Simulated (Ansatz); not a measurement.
```yaml
crystal:
  periodic: [false, false, false]
  atoms:
    - {symbol: Al, position_ang: [-0.567214, 1.010706, -0.503138]}
    - {symbol: C, position_ang: [0.388668, 0.540776, 1.256353]}
    - {symbol: N, position_ang: [1.201753, -0.153679, 1.792751]}
    - {symbol: Sn, position_ang: [1.277527, -1.659184, -0.078496]}
    - {symbol: H, position_ang: [-2.174422, 0.655483, -0.392805]}
    - {symbol: H, position_ang: [-0.025789, 2.268774, -1.182734]}
    - {symbol: H, position_ang: [0.335391, -0.342717, -1.179664]}
    - {symbol: H, position_ang: [-0.296460, -2.321643, 0.319682]}
basis:
  gaussian: {orbitals: def2-SVP}
magnetization: {spin_polarized: true, initial_magnetization: 0}
hamiltonian: {xc: {name: PBEsol}, dispersion: d3bjatm}
accuracy: high
output: {forces: true}
```

```sh
$ ansatz run in.yaml --threads 2 --pin off --events-out ev --progress --plain --max-ram 4352MiB
```

It prints (some lines left out):

```
Functional definition: PBEsol
2206 factors; integrals over basis functions are off by at most 3.6e-9 eV
mean field evaluation 1: about -14973.7249 eV, gradient 2.8e1 eV
mean field evaluation 2: about -14957.1268 eV, gradient 6.1e1 eV
mean field evaluation 4: about -14977.7049 eV, gradient 1.1e1 eV
mean field evaluation 8: about -14978.2644 eV, gradient 1.9e-1 eV
mean field evaluation 16: about -14978.2646 eV, gradient 3.2e-5 eV
mean field -14978.26459752 eV, -550.4410713266 hartree, gradient 4.3e-8 eV, S^2 0.000000; 0 other end points of the search recorded, 0 dependent functions left out
reference -14978.26460135 eV, -550.4410714673 hartree; 26, 26 occupied and 66, 66 virtual orbitals, 2206 factors
Total energy: -14978.35359168 eV, -550.4443418014 hartree
Atom 0 at    -0.567214     1.010706    -0.503138 Å, force    -1.165215    -0.804010     0.780863 eV/Å
Atom 1 at     0.388668     0.540776     1.256353 Å, force     0.732023    -0.578188     0.007651 eV/Å
Atom 2 at     1.201753    -0.153679     1.792751 Å, force    -0.731850     0.533381    -0.340613 eV/Å
Atom 3 at     1.277527    -1.659184    -0.078496 Å, force     0.405187     0.184419    -0.098669 eV/Å
Atom 4 at    -2.174422     0.655483    -0.392805 Å, force     0.577216     0.065578    -0.066761 eV/Å
Atom 5 at    -0.025789     2.268774    -1.182734 Å, force     0.468996     0.799529    -0.422764 eV/Å
Atom 6 at     0.335391    -0.342717    -1.179664 Å, force     0.093958    -0.083384     0.014423 eV/Å
Atom 7 at    -0.296460    -2.321643     0.319682 Å, force    -0.380315    -0.117326     0.125870 eV/Å
Dipole moment:     0.215870    -0.329472    -0.227188 e Å
```

Hardware: 2 threads of an Arm Neoverse V1 on a shared host. Wall time 9 s, peak host memory 0.33 GiB.
